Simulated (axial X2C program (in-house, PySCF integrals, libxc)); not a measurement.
**Spin–orbit effects down a group: molecules with Rb, PBE0**

Computed with an in-house relativistic program for diatomic molecules, spin-free (one-electron X2C) or two-component (2c: spin–orbit coupling with atomic mean-field Coulomb and Gaunt terms, which also bring small scalar terms), in Dyall basis sets with cores contracted in-house; open shells are unrestricted.

Basis sets: O dyall-av3z, Rb dyall-cv3z, S dyall-av3z, Se dyall-cv3z, Te dyall-cv3z.

| molecule | spin-free state | Re (Å) | ωe (cm⁻¹) | De (eV) | 2c state | Re 2c (Å) | ωe 2c (cm⁻¹) | De 2c (eV) |
| --- | --- | --- | --- | --- | --- | --- | --- | --- |
| RbO | M_S = 1/2, Λ = 0 | 2.239 | 379.4 | 2.83 | Ω = 1/2 | 2.238 | 379.4 | 2.83 |
| RbS | M_S = 1/2, Λ = 1 | 2.934 | 213.2 | 2.60 | Ω = 3/2 | 2.934 | 213.2 | 2.62 |
| RbSe | M_S = 1/2, Λ = 1 | 3.063 | 151.8 | 2.43 | Ω = 3/2 | 3.064 | 151.5 | 2.47 |
| RbTe | M_S = 1/2, Λ = 1 | 3.287 | 125.5 | 2.25 | Ω = 3/2 | 3.291 | 124.6 | 2.20 |

Each entry is the lowest single determinant of a limited PBE0 search at one distance. De goes to single-determinant-based atoms at the same level (for ions the charge split of lowest energy) and is withheld (n/a) where an atom does not fit its ground term or J level. Main or longest-lived isotopes. One determinant is a doubtful description, or other states lie close, for RbO, RbS, RbSe, RbTe; these need not be ground states, and all values refer to the states named. Some light 2c atoms are not at their ground J level, so De misses part of their lowering (0.04 eV or less). The functionals have no current term, which raises determinants with orbital currents.
